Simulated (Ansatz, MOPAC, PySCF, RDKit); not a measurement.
Noncovalent pair: HCl (SMILES Cl) (first 2 atoms) with SiH4 (SMILES [SiH4]); geometry from B3LYP-D3(BJ)/def2-TZVP, rigid monomers moved along the line of their centres of mass till Cl1···Si3 is 5.28 Å.
(charge 0, multiplicity 1):
```xyz
7

Cl    -0.069    -0.338    -0.325
H     -0.675    -1.322     0.229
Si     0.061     0.366     4.902
H      0.877     1.475     4.365
H     -1.320     0.457     4.377
H      0.026     0.444     6.381
H      0.651    -0.931     4.499
```

Counterpoise-corrected where a basis set is named; no monomer relaxation. RDKit's UFF carries no charges.

Correlated levels freeze the cores. CBS(a, b) extrapolates the correlation energy as X⁻³ and adds the Hartree–Fock energy of set b. The state reached by AM1 isn't checked.

Codes used: Ansatz (Gaussian basis) for Hartree–Fock, density functionals and correlated methods; MOPAC for AM1 (differences of heats of formation); PySCF for the dispersion terms; RDKit for the force fields. 

| level | interaction energy (kcal/mol) |
|---|---|
| UFF | -0.22 |
| AM1 | -0.02 |
| r2SCAN-D3(BJ)/def2-TZVPPD | -0.24 |
| r2SCAN-D4/def2-TZVPPD | -0.21 |
| B3LYP-D3(BJ)/def2-TZVPPD | -0.21 |
| PBE0-D3(BJ)/def2-TZVPPD | ___ |
| wB97M-V/def2-TZVPPD | -0.22 |
| MP2/CBS(aug-cc-pV(D+d)Z, aug-cc-pV(T+d)Z) | -0.23 |
| CCSD(T)/CBS(aug-cc-pV(D+d)Z, aug-cc-pV(T+d)Z) | -0.22 |

### Question
Complete the blanks.

### Answer

- PBE0-D3(BJ)/def2-TZVPPD, interaction energy (kcal/mol): -0.29

Ansatz is a first-principles code.
